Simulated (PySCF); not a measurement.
## Diatomics of O with the 3d metals

PBE0 with triple-zeta basis sets in PySCF, for the lowest determinant that a PBE0 search found; no spin–orbit coupling. De refers to high-spin ground-configuration atoms. A positive dipole means M(−)O(+).

```json
{"M": "Sc", "basis": "x2c-TZVPPall", "state (unpaired electrons)": "doublet (σ ↑)", "Re (Å)": "1.648", "ωe (cm⁻¹)": "1028", "De (eV)": "6.94", "μ (D)": "-3.78"}
{"M": "Ti", "basis": "def2-TZVPP", "state (unpaired electrons)": "triplet (σ ↑, δ ↑)", "Re (Å)": "1.597", "ωe (cm⁻¹)": "1070", "De (eV)": "n/a", "μ (D)": "-3.46"}
{"M": "V", "basis": "def2-TZVPP", "state (unpaired electrons)": "quartet (σ ↑, δ ↑↑)", "Re (Å)": "1.567", "ωe (cm⁻¹)": "1066", "De (eV)": "n/a", "μ (D)": "-3.54"}
{"M": "Mn", "basis": "x2c-TZVPPall", "state (unpaired electrons)": "sextet (σ ↑, π ↑↑, δ ↑↑)", "Re (Å)": "1.619", "ωe (cm⁻¹)": "882", "De (eV)": "3.98", "μ (D)": "-4.88"}
{"M": "Fe", "basis": "def2-TZVPP", "state (unpaired electrons)": "quintet (σ ↑, π ↑↑, δ ↑)", "Re (Å)": "1.598", "ωe (cm⁻¹)": "919", "De (eV)": "n/a", "μ (D)": "-5.18"}
{"M": "Co", "basis": "def2-TZVPP", "state (unpaired electrons)": "quartet (π ↑↑, δ ↑)", "Re (Å)": "1.612", "ωe (cm⁻¹)": "916", "De (eV)": "n/a", "μ (D)": "-4.80"}
{"M": "Ni", "basis": "def2-TZVPP", "state (unpaired electrons)": "triplet (π ↑↑)", "Re (Å)": "1.613", "ωe (cm⁻¹)": "890", "De (eV)": "n/a", "μ (D)": "-4.85"}
{"M": "Cu", "basis": "def2-TZVPP", "state (unpaired electrons)": "doublet (π ↑)", "Re (Å)": "1.756", "ωe (cm⁻¹)": "599", "De (eV)": "2.61", "μ (D)": "-4.72"}
{"M": "Zn", "basis": "def2-TZVPP", "state (unpaired electrons)": "triplet (σ ↑, π ↑)", "Re (Å)": "1.866", "ωe (cm⁻¹)": "529", "De (eV)": "1.42", "μ (D)": "-2.41"}
```

The shortest bond is that of VO (1.567 Å), the longest that of ZnO (1.866 Å).

The rows differ in basis set, which adds steps of its own.

The state changes along the series, so neighbouring rows are not always alike in their bonding.

De is left out where the level can put another filling of the metal’s s and d shells below the measured ground configuration, by anything from nothing to about 1 eV. The metal atom is held in its measured ground configuration; semilocal functionals can put another filling of s and d lower by some tenths of an eV, and De to that atom would be smaller. States were picked by a PBE0 search and need not be the measured ground states.
